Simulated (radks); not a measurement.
The mean radii <r> (bohr) of the occupied orbitals of an atom or ion are listed with their occupations. Calculated with a radial shooting solver on a logarithmic mesh with Libxc functionals: scalar-relativistic Kohn-Sham, PBEsol, spin-polarised, spherical densities, finite nucleus; Fermi nuclear charge, rms radius of each element as measured or else 0.836 A^(1/3) + 0.57 fm.

orbital  occ.      <r>
1s          2  0.01606
2s          2  0.06763
2p          6  0.06144
3s          2   0.1746
3p          6   0.1765
3d         10   0.1600
4s          2   0.3844
4p          6   0.4101
4d         10   0.4311
5s          2   0.8534
4f         14   0.4539
5p          6   0.9767
5d         10    1.293
6s          2    2.169

Name the element and its charge. Open shells, if any, are filled with parallel spins first.

Answer. Z = 82, lead, charge +2: Pb2+ in [Hg]. The 1s radius gives Z: for a bare nucleus <r> = (2 gamma + 1)/(2Z) with gamma = sqrt(1 - (Z/c)^2), 0.01587 bohr for Z = 82, and screening makes it slightly larger (0.01606 here). The occupations add up to 80, and the charge is Z minus that.
